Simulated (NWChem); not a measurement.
System: BClF2; SMILES FB(F)Cl

Here is an NWChem input.

```
start job
memory heap 200 mb stack 900 mb global 1100 mb
geometry units angstroms noautosym nocenter noautoz
  B     -0.003219     0.438452     0.000000
  F      0.000314     1.101915    -1.136390
  F      0.000314     1.101915     1.136390
  Cl    -0.000009    -1.316638     0.000000
end
basis spherical
  * library pcsseg-1
end
dft
  xc pbe0
  iterations 150
end
property
  shielding 3 1 2 4
end
task dft property
```

Parts of the log:

```
             Northwest Computational Chemistry Package (NWChem) 7.3.0
             --------------------------------------------------------

                             Geometry "geometry" -> ""
                             -------------------------

 Output coordinates in angstroms (scale by  1.889725989 to convert to a.u.)

  No.       Tag          Charge          X              Y              Z
 ---- ---------------- ---------- -------------- -------------- --------------
    1 B                    5.0000    -0.00321900     0.43845200     0.00000000
    2 F                    9.0000     0.00031400     1.10191500    -1.13639000
    3 F                    9.0000     0.00031400     1.10191500     1.13639000
    4 Cl                  17.0000    -0.00000900    -1.31663800     0.00000000

 Effective nuclear repulsion energy (a.u.)     141.2773958645

                              NWChem Property Module
                              ----------------------

  itol2e modified to match energy
  convergence criterion.

                                 NWChem DFT Module
                                 -----------------

 Summary of "ao basis" -> "ao basis" (spherical)
 ------------------------------------------------------------------------------
       Tag                 Description            Shells   Functions and Types
 ---------------- ------------------------------  ------  ---------------------
 B                          pcsseg-1                 7       17   3s3p1d
 F                          pcsseg-1                 7       17   3s3p1d
 Cl                         pcsseg-1                10       24   4s5p1d

  itol2e modified to match energy
  convergence criterion.

            General Information
            -------------------
          SCF calculation type: DFT
          Wavefunction type:  closed shell.
          No. of atoms     :     4
          No. of electrons :    40
           Alpha electrons :    20
            Beta electrons :    20
          Charge           :     0
          Spin multiplicity:     1
          Use of symmetry is: off; symmetry adaption is: off
          Maximum number of iterations: 150
          AO basis - number of functions:    75
                     number of shells:    31
          Convergence on energy requested:  1.00D-07
          Convergence on density requested:  1.00D-05
          Convergence on gradient requested:  5.00D-04

              XC Information
              --------------
                         PBE0 Method XC Functional
                     Hartree-Fock (Exact) Exchange  0.250
          PerdewBurkeErnzerhof Exchange Functional  0.750
            Perdew 1991 LDA Correlation Functional  1.000 local
           PerdewBurkeErnz. Correlation Functional  1.000 non-local

             Grid Information
             ----------------
          Grid used for XC integration:  fine
          Radial quadrature: Mura-Knowles
          Angular quadrature: Lebedev.
          Tag              B.-S. Rad. Rad. Pts. Rad. Cut. Ang. Pts.
          ---              ---------- --------- --------- ---------
          B                   0.85       70           7.0       590
          F                   0.50       70           8.0       590
          Cl                  1.00      123           8.0       770
          Grid pruning is: on
          Number of quadrature shells:   333
          Spatial weights used:  Erf1

      Superposition of Atomic Density Guess
      -------------------------------------

 Sum of atomic energies:        -682.69552210

      Non-variational initial energy
      ------------------------------

 Total energy =    -683.623548
 1-e energy   =   -1226.289939
 2-e energy   =     401.388995
 HOMO         =      -0.455776
 LUMO         =       0.095191

   convergence    iter        energy       DeltaE   RMS-Dens  Diis-err
 ---------------- ----- ----------------- --------- --------- ---------
 d= 0,ls=0.0,diis     1   -684.3896186402 -8.26D+02  1.13D-02  1.02D+00
 d= 0,ls=0.0,diis     2   -684.3711819528  1.84D-02  5.88D-03  1.40D+00
 d= 0,ls=0.0,diis     3   -684.4864106264 -1.15D-01  9.35D-04  3.02D-02
 d= 0,ls=0.0,diis     4   -684.4879874310 -1.58D-03  4.70D-04  3.61D-03
 d= 0,ls=0.0,diis     5   -684.4883308381 -3.43D-04  1.15D-04  1.78D-04
  Resetting Diis
 d= 0,ls=0.0,diis     6   -684.4883521198 -2.13D-05  1.15D-05  1.84D-06
 d= 0,ls=0.0,diis     7   -684.4883522613 -1.41D-07  3.12D-06  7.33D-08
 d= 0,ls=0.0,diis     8   -684.4883522664 -5.15D-09  1.32D-06  2.72D-08

         Total DFT energy =     -684.488352266407
      One electron energy =    -1227.771584249104
           Coulomb energy =      454.930096017827
    Exchange-Corr. energy =      -52.924259899620
 Nuclear repulsion energy =      141.277395864491

 Numeric. integr. density =       40.000000068904

                       DFT Final Molecular Orbital Analysis
                       ------------------------------------

 Vector   18  Occ=2.000000D+00  E=-4.460095D-01
              MO Center= -2.8D-05, -2.8D-01, -1.2D-08, r^2= 2.8D+00
   Bfn.  Coefficient  Atom+Function         Bfn.  Coefficient  Atom+Function
  ----- ------------  ---------------      ----- ------------  ---------------
    66      0.423710  4 Cl py                69      0.284094  4 Cl py
    25      0.236444  2 F  py                42      0.236444  3 F  py
    28      0.208659  2 F  py                45      0.208659  3 F  py
     8     -0.161551  1 B  py                22      0.125930  2 F  py
    39      0.125930  3 F  py                54     -0.111969  4 Cl s

 Vector   19  Occ=2.000000D+00  E=-3.793101D-01
              MO Center= -4.2D-04, -1.1D+00, -8.0D-10, r^2= 1.5D+00
   Bfn.  Coefficient  Atom+Function         Bfn.  Coefficient  Atom+Function
  ----- ------------  ---------------      ----- ------------  ---------------
    65      0.562169  4 Cl px                68      0.457516  4 Cl px
    56     -0.145576  4 Cl px                59     -0.145073  4 Cl px
    27     -0.089416  2 F  px                44     -0.089416  3 F  px
    24     -0.086529  2 F  px                41     -0.086529  3 F  px
     7      0.083923  1 B  px                62      0.071862  4 Cl px

[...]

          -----------------------------------------
          Chemical Shielding Tensors (GIAO, in ppm)
          -----------------------------------------

                                NWChem CPHF Module
                                ------------------

  scftype          =     RHF
  nclosed          =       20
  nopen            =        0
  variables        =     1100
  # of vectors     =        3
  tolerance        = 0.10D-03
  level shift      = 0.00D+00
  max iterations   =       50
  max subspace     =       30

 SCF residual:    3.6085270895543042E-005

Iterative solution of linear equations
  No. of variables     1100
  No. of equations        3
  Maximum subspace       30
        Iterations       50
       Convergence  1.0D-04

   iter   nsub   residual    time
   ----  ------  --------  ---------
     1      3    5.03D-01       7.2
     2      6    1.28D-02       8.1
     3      9    8.56D-04       9.0
     4     12    2.87D-05       9.9

      Atom:    1  B
        Diamagnetic
    181.4880      0.0110      0.0000
      0.0110    206.0790      0.0000
      0.0000      0.0000    202.1021

        Paramagnetic
   -106.6234     -0.0060      0.0000
     -0.0060   -117.0912     -0.0000
      0.0000     -0.0000   -131.6000

        Total Shielding Tensor
     74.8646      0.0050      0.0000
      0.0050     88.9879     -0.0000
      0.0000     -0.0000     70.5021

           isotropic =      78.1182
          anisotropy =      16.3045

          Principal Components and Axis System
                 1           2           3
               88.9879     74.8646     70.5021

      1         0.0004      1.0000     -0.0000
      2         1.0000     -0.0004      0.0000
      3        -0.0000      0.0000      1.0000

      Atom:    2  F
        Diamagnetic
    457.6922      0.0451     -0.0764
      0.0451    466.8378    -13.8547
     -0.0764    -13.8547    480.5736

        Paramagnetic
   -115.5987     -0.2172     -0.0684
     -0.2172   -281.2781    -97.0722
     -0.0684    -97.0722   -285.2075

        Total Shielding Tensor
    342.0936     -0.1721     -0.1447
     -0.1721    185.5597   -110.9269
     -0.1447   -110.9269    195.3662

           isotropic =     241.0065
          anisotropy =     151.6310

          Principal Components and Axis System
                 1           2           3
              342.0938    301.4981     79.4275

      1         1.0000     -0.0004      0.0009
      2        -0.0009     -0.6913      0.7226
      3        -0.0003      0.7226      0.6913

      Atom:    3  Cl
        Diamagnetic
   1145.2453     -0.0162     -0.0000
     -0.0162   1152.9222      0.0000
     -0.0000      0.0000   1145.4415

        Paramagnetic
   -251.4251     -0.7460      0.0000
     -0.7460   -135.3583     -0.0000
      0.0000     -0.0000   -463.9492

        Total Shielding Tensor
    893.8202     -0.7621      0.0000
     -0.7621   1017.5639     -0.0000
      0.0000     -0.0000    681.4923

           isotropic =     864.2921
          anisotropy =     229.9147

          Principal Components and Axis System
                 1           2           3
             1017.5686    893.8155    681.4923

      1        -0.0062      1.0000     -0.0000
      2         1.0000      0.0062      0.0000
      3        -0.0000      0.0000      1.0000
```

Level: PBE0/pcSseg-1, GIAO. Coordinates come from a B3LYP/6-31G* (spherical d) optimisation. The output numbers the shielded atoms by their place in the input's list. The printed shielding anisotropy is the first printed principal value minus the mean of the other two.
